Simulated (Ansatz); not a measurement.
# Abstraction of Cl: SnH3Cl + InHCl → SnH3 + InHCl2

Species: SnH3Cl `[Cl][SnH3]`, singlet; InHCl `[Cl][InH]`, doublet; SnH3 `[SnH3]`, doublet; InHCl2 `[Cl][InH][Cl]`, singlet. A radical takes Cl: the energy is the difference in strength between the Sn–Cl bond broken and the In–Cl bond made.

Shapes, held fixed at every level: PBE0-D4/def2-TZVP. Programs: Ansatz 0.2.0. The zero-point and thermal change to 298 K, harmonic and unscaled (PBE0-D4/def2-TZVP), is -0.7 kJ/mol.

Task: Estimate ΔH(298 K) of this reaction.

Result: The highest level, CCSD(T)/def2-TZVPP, gives ΔH(298 K) = -0.5 kJ/mol; the levels span -9.9 to +12.7. That is about zero within the method's error. They disagree on the sign: 5 of 8 are positive. The column of differences is taken from that level and isn't an error. No measured value is set beside it here. Open shells run unrestricted. For atoms past krypton def2 sets carry core potentials with scalar relativity. Outer-core shells of In, Sn are correlated in most correlated rows, in sets that cover them unevenly.

```tsv
level	kind	ΔH(298 K) (kJ/mol)	less CCSD(T)/def2-TZVPP
MP2/def2-TZVPP	perturbation theory	-1.7	-1.2
PBE-D4/def2-TZVPP	GGA	+11.0	+11.5
B3LYP-D4/def2-TZVPP	global hybrid	+12.7	+13.2
BHLYP-D4/def2-TZVPP	global hybrid	+7.7	+8.2
r2SCAN0-D4/def2-TZVPP	global hybrid	+3.6	+4.1
wB97X-V/def2-TZVPP	range-separated hybrid	+2.8	+3.3
CCSD(T)/def2-SVP	coupled cluster or CI	-9.9	-9.4
CCSD(T)/def2-TZVPP	coupled cluster or CI	-0.5	0.0
```
